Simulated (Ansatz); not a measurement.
The first iterations of a band of C$_{2}$H$_{3}$BFNO (9 atoms, charge 0, multiplicity 1).

Theory: RKS PBE/6-31G (Ansatz 0.2.0).

```json
{
 "movable images": "1",
 "climbing image": "yes",
 "spring": "5.0 eV/Å²",
 "optimiser": "quadratic models (default)",
 "start path": "IDPP",
 "force threshold": "0.05 eV/Å",
 "iteration limit": "60",
 "end points": "relaxed"
}
```

Image 0:

```xyz
9
Properties=species:S:1:pos:R:3
N 0.574 -1.326 -0.711
C 0.253 -0.056 -0.353
C -0.446 0.703 0.603
O -1.217 0.591 1.739
B 0.238 1.443 -0.464
F 0.616 2.587 -1.118
H 1.146 -1.492 -1.531
H 0.267 -2.142 -0.190
H -1.343 -0.354 2.007
```

Image 2:

```xyz
9
Properties=species:S:1:pos:R:3
N 0.573 -1.326 -0.712
C 0.252 -0.056 -0.352
C -0.446 0.702 0.604
O -1.213 0.591 1.743
B 0.237 1.444 -0.463
F 0.614 2.586 -1.121
H 0.271 -2.142 -0.190
H 1.143 -1.490 -1.534
H -1.341 -0.355 2.009
```

| iteration | highest image above the first end (eV) | largest band force component (eV/Å) |
| --- | --- | --- |
| 1 | 0.796 | 2.243 |
| 2 | 0.697 | 0.993 |

Does the band converge within its limit, and where does its top end?

It converged. It ended after 5 iterations with the highest image 0.595 eV above the first end. The dihedral H8–N1–C2–C3 jumps by 114° between images 0 and 1, so the path isn't resolved there. Another band between the same ends (5 images) ends at a top of the same energy, where a vibrational analysis finds 1 clearly imaginary mode. So few images can step over the top or miss a turn of the path. Limits of this set-up: no polarisation functions.

Time of the run: 19 s on 1 thread of Arm Neoverse V1, on a shared host, peak memory 0.11 GiB.
